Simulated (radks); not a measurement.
Species: Te III. Configuration: [Kr] 4d10 5s2 5p2. Method: Dirac Kohn-Sham, PBE, spin-unpolarised, spherical densities, finite nucleus; open shells fill j = l - 1/2 first; Fermi nuclear charge, rms radius 4.7423 fm; computed with a radial shooting solver on a logarithmic mesh with Libxc functionals.

Unscreened Slater integrals over Kohn-Sham orbitals (cm^-1). Large and small components are both included. Empty in this configuration: 5p3/2.

| integral | value |
|---|---|
| F0(5p1/2,5p1/2) | 86227 |
| F0(5p1/2,5s1/2) | 92122 |
| G1(5p1/2,5s1/2) | 62154 |
| F0(5p1/2,4d5/2) | 107450 |
| G3(5p1/2,4d5/2) | 9446.9 |
| F0(5p1/2,4d3/2) | 107600 |
| G1(5p1/2,4d3/2) | 10151 |
| F0(5p1/2,5p3/2) | 84694 |
| G2(5p1/2,5p3/2) | 45670 |
| F0(5s1/2,5s1/2) | 99798 |
| F0(5s1/2,4d5/2) | 121750 |
| G2(5s1/2,4d5/2) | 15836 |
| F0(5s1/2,4d3/2) | 121970 |
| G2(5s1/2,4d3/2) | 15315 |
| F0(5s1/2,5p3/2) | 90162 |
| G1(5s1/2,5p3/2) | 59140 |
| F0(4d5/2,4d5/2) | 203720 |
| F2(4d5/2,4d5/2) | 102840 |
| F4(4d5/2,4d5/2) | 68060 |
| F0(4d5/2,4d3/2) | 204960 |
| F2(4d5/2,4d3/2) | 103450 |
| G2(4d5/2,4d3/2) | 103350 |
| G4(4d5/2,4d3/2) | 68411 |
| F0(4d5/2,5p3/2) | 104120 |
| F2(4d5/2,5p3/2) | 28650 |
| G1(4d5/2,5p3/2) | 9168.2 |
| G3(4d5/2,5p3/2) | 8418.7 |
| F0(4d3/2,4d3/2) | 206230 |
| F2(4d3/2,4d3/2) | 104090 |
| F0(4d3/2,5p3/2) | 104270 |
| F2(4d3/2,5p3/2) | 28301 |
| G1(4d3/2,5p3/2) | 8849.9 |
| G3(4d3/2,5p3/2) | 8188.1 |
| F0(5p3/2,5p3/2) | 83265 |
| F2(5p3/2,5p3/2) | 45086 |
